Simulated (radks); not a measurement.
O, 8 electrons, occupied as [He] 2s2 2p4 (the NIST ground configuration).

Calculated with a radial shooting solver on a logarithmic mesh with Libxc functionals: scalar-relativistic Kohn-Sham, LDA (Slater exchange, Perdew-Wang correlation), spin-polarised, spherical densities, point nucleus; open shells are filled with parallel spins first.

Energy parts (hartree):
part                      energy
total                  -74.58046
kinetic                 74.33573
electron-nucleus      -177.50745
Hartree                 36.43170
exchange-correlation    -7.84044

Orbitals (lengths in bohr, moments of r in powers of bohr; r(90%) holds 90 % of the orbital's charge):
orbital  occ.  eigenvalue (hartree)  r(90%)  <1/r>     <r^4>
1s up       1             -18.78270   0.360  7.587  0.007809
1s down     1             -18.72944   0.359  7.600  0.007716
2s up       1              -0.91698    1.83  1.290     4.917
2s down     1              -0.80333    1.89  1.255     5.720
2p up       3              -0.38057    2.15  1.130     10.47
2p down     1              -0.27219    2.38  1.065     16.48

The highest occupied level is 2p down at -7.407 eV. The density falls to 0.001 e/bohr^3 at r = 3.28 bohr. For comparison, the ionisation energy in NIST's Atomic Spectra Database is 13.618 eV (measured). In exact Kohn-Sham theory the highest level is minus the ionisation energy, but local and semilocal functionals leave it too shallow, through self-interaction and a potential that decays too fast; potentials with the right tail come closer.
